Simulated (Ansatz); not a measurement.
BH8NSi2 (`BN([SiH3])[SiH3]`) from Hartree–Fock to CCSD(T)

```xyz
12

B     1.356    0.928   -0.280
N     0.209    0.137   -0.071
Si   -0.571   -0.745   -1.367
Si   -0.426    0.060    1.564
H     1.840    1.023   -1.372
H     1.842    1.507    0.654
H    -1.982   -0.296   -1.504
H     0.171   -0.494   -2.624
H    -0.579   -2.198   -1.055
H    -0.822    1.411    2.032
H     0.585   -0.509    2.488
H    -1.622   -0.823    1.537
```

Charge 0, multiplicity 1. All single points use the PBE0-D4/def2-TZVP geometry. Frozen core, restricted reference, Ansatz. CBS rows extrapolate triple and quadruple zeta; past MP2 they add the triple-zeta difference.

```tsv
basis	HF (Eh)	MP2 corr.	CCSD corr.	(T)	CCSD(T) total
def2-SVP	?	?	-0.52081	-0.01406	?
def2-TZVPP	-661.78112	?	-0.62656	-0.02242	?
def2-QZVPP	-661.80406	-0.60741	–	–	–
CBS(def2)	-661.80721	-0.63664	?	as TZ	?
```

**Question.** Fill in the withheld values. (Estimate.)

**Answer.** The calculation gave: def2-SVP HF (Eh): -661.47728; def2-SVP MP2 corr.: -0.45740; def2-SVP CCSD(T) total: -662.01215; def2-TZVPP MP2 corr.: -0.56795; def2-TZVPP CCSD(T) total: -662.43010; CBS(def2) CCSD corr.: -0.69526; CBS(def2) CCSD(T) total: -662.52489.
